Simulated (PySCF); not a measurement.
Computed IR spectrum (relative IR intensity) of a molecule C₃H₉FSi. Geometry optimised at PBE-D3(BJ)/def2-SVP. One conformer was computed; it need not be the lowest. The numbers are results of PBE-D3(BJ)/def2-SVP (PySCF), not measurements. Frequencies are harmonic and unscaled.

```tsv
ν (cm⁻¹)	relative intensity
262	8.6
742	19
838	100
899	59
1219	32
1226	5.3
1385	2.0
1396	4.1
3073	4.3
3078	4.6
```

**Question.** Which molecule gave these data?
A) C[SiH](C)CF
B) C[Si](C)(C)F
C) CC[Si@H](C)F
D) CC(C)(F)[SiH3]

**Answer.** B, C[Si](C)(C)F
